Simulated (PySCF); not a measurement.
**Core-level binding energies of (H2Ga-mu-OH)2**

Species: (H2Ga-mu-OH)2.
Geometry (PBE0-D3(BJ)/def2-SVP, Å), atoms numbered from 1 in this order:
```xyz
10
Ga2H6O2 angstrom
Ga    -0.6708   -1.1623    0.6514
H      0.2676   -2.1816    1.3804
H     -2.2303   -1.1966    0.5163
O     -0.1523    0.6860    1.0608
Ga     0.6979    1.1458   -0.6478
H     -0.2355    2.1668   -1.3811
H      2.2570    1.1779   -0.5079
O      0.1732   -0.6998   -1.0599
H     -0.8444    1.2783    1.3732
H      0.8623   -1.2913   -1.3809
```

Theory: delta-SCF UKS SCAN, pcX-2 on the ionised atom, pcseg-1 elsewhere, spin-free X2C in PySCF. Each binding energy is the total energy of the core-ionised species, with the hole localised on one atom, minus that of the ground state; both are solved self-consistently, so orbital relaxation is included.

**Question.** List the computed XPS lines with their assignment.

**Answer.** 
| atom(s) | bonded to | level | binding energy (eV) | count |
| --- | --- | --- | --- | --- |
| O4/O8 | H and 2 Ga | O 1s | 538.56 | 2 |

**Question.** Which photon energy gives electrons from O 1s of O4/O8 a kinetic energy of 100 eV, and what is their de Broglie wavelength?

**Answer.** hν = 538.56 + 100 = 638.56 eV, recoil neglected; λ = 12.264 Å/√(E/eV) = 1.23 Å.

**Question.** What is the longest wavelength that can ionise O 1s of O4/O8 vertically?

**Answer.** λ = hc/E = 12398.42 eV Å / 538.56 eV = 23.021 Å.

The first atom of each set that the bonding makes equivalent was ionised and stands for the set. No level of gallium is listed. One conformer (not necessarily the lowest) at the PBE0-D3(BJ)/def2-SVP geometry, without solvent, vibrations or thermal averaging.

Time: 6.4 s; peak memory 0.32 GiB. Hardware: one thread of an Arm Neoverse V1, no GPU, shared host.
